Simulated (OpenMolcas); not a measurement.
Fe2+ (d6) in a complex was computed by SS-CASPT2, IPEA 0.25 Eh, imaginary shift 0.1 Eh with the d shell active (OpenMolcas, ANO-RCC-VDZP on the metal). Its lowest spin-free states, and all those of the highest spin:

```
2S+1  Degeneracy  E (cm-1)
   5           2         0
   5           1       450
   5           1      2530
   5           1      9340
   3           2     14620
   3           1     16020
   3           1     16360
   3           1     16500
   3           2     18200
   3           1     19880
   3           1     20110
   3           2     20170
```

**Question.** Is the site octahedral, tetrahedral or cube-like, axial, or of lower symmetry?

**Answer.** The states with 2S+1 = 5 have orbital degeneracies 2, 1, 1, 1. There are pairs but no triples, so the site is axial: not cubic, but with a proper or improper axis of order three or more. The run had Fe2+ with 5 ligands (fluoride, oxide on the axis) in square pyramidal coordination (C4v) at 2.03 Å, the axial distance 2.095 Å. A charge of +0.8 e stands 2.4 Å behind each ligand. Ligand basis ANO-RCC-VDZP.

Roots that are degenerate in the reference are averaged as groups; the widest CASPT2 spread within a group is 10 cm-1 (the 2-fold group of multiplicity 5 near 0 cm-1 above the lowest state of its run). Shifts and gaps below about the spread of the groups concerned are not significant. Over all roots computed the reference weight is 0.69 to 0.72; a low but even weight reflects the number of correlated electrons. An orbital doublet at a regular site is open to a Jahn-Teller distortion, which this geometry leaves out. A single d shell leaves out the double-shell effect, which counts most for late 3d ions, where the CASPT2 field can be off either way by tens of per cent. Ligand-to-metal charge-transfer states are missing. For late 3d ions with one d shell CASPT2 can put B and the spin-flip bands somewhat low as well as high. Free-ion shares, where given, are those of the reference states; single-state CASPT2 does not remix them. No measured value stands beside these numbers; the geometry was imposed, not optimised, and the real ion may take another.
